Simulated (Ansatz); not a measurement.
Geometry optimisation, RKS PBE0/def2-SVP (Ansatz).

input.yaml

```yaml
crystal:
  periodic: [false, false, false]
  atoms:
    - { symbol: B, position_ang: [-0.078599, -0.492395, -0.366456] }
    - { symbol: F, position_ang: [0.217972, 0.160125, 2.04704] }
    - { symbol: H, position_ang: [0.949417, 0.028989, -0.71477] }
    - { symbol: Cl, position_ang: [-1.565102, 0.35658, -0.755447] }
    - { symbol: Si, position_ang: [-0.218367, -2.281053, 0.457324] }
    - { symbol: H, position_ang: [-0.838769, -3.286049, -0.464329] }
    - { symbol: H, position_ang: [1.083748, -2.819789, 0.957487] }
    - { symbol: H, position_ang: [-1.140131, -2.168596, 1.646723] }
    - { symbol: H, position_ang: [-0.474369, -0.392312, 2.314829] }
basis:
  gaussian: { orbitals: def2-SVP }
hamiltonian:
  xc: pbe0
relax:
  f_tol: 0.03
  max_steps: 50
```

Run as:

```bash
$ ansatz run input.yaml --threads 2 --pin off --max-ram 3072MiB --backend cpu --events-out ev --progress --plain --runs-dir out
```

Task: Where does it end, and by what steps?

Result: The run converged. After 23 steps the energy has fallen by 0.057 eV; H9 moved furthest, 1.07 Å.

| step | energy less start (eV) | largest force component (eV/Å) | accepted |
| --- | --- | --- | --- |
| 0 | 0.0000 | 0.668 | yes |
| 1 | -0.0060 | 0.894 | yes |
| 2 | -0.0177 | 0.473 | yes |
| 3 | -0.0200 | 0.297 | yes |
| 4 | -0.0223 | 0.402 | yes |
| 5 | -0.0259 | 0.101 | yes |
| 6 | -0.0293 | 0.074 | yes |
| 7 | -0.0230 | 0.972 | no |
| 8 | -0.0336 | 0.058 | yes |
| 9 | -0.0343 | 0.480 | yes |
| 10 | -0.0384 | 0.274 | yes |
| 11 | -0.0205 | 0.561 | no |
| 12 | -0.0413 | 0.073 | yes |
| 13 | -0.0432 | 0.044 | yes |
| 14 | -0.0363 | 1.024 | no |
| 15 | -0.0461 | 0.069 | yes |
| 16 | -0.0482 | 0.208 | yes |
| 17 | -0.0477 | 0.587 | no |
| 18 | -0.0508 | 0.157 | yes |
| 19 | -0.0529 | 0.060 | yes |
| 20 | -0.0550 | 0.139 | yes |
| 21 | -0.0561 | 0.213 | yes |
| 22 | -0.0567 | 0.037 | yes |
| 23 | -0.0569 | 0.023 | yes |

```xyz
9
Properties=species:S:1:pos:R:3
B -0.106 -0.551 -0.112
F 0.345 0.160 1.942
H 0.870 -0.045 -0.604
Cl -1.603 0.415 -0.230
Si -0.241 -2.486 0.444
H -0.598 -3.322 -0.750
H 1.049 -3.001 0.997
H -1.313 -2.677 1.472
H -0.466 0.613 1.963
```

Whether the end is a true minimum wasn't checked by a vibrational analysis.

The run took 52 s on 2 threads of Arm Neoverse V1, on a shared host, peak memory 0.17 GiB.
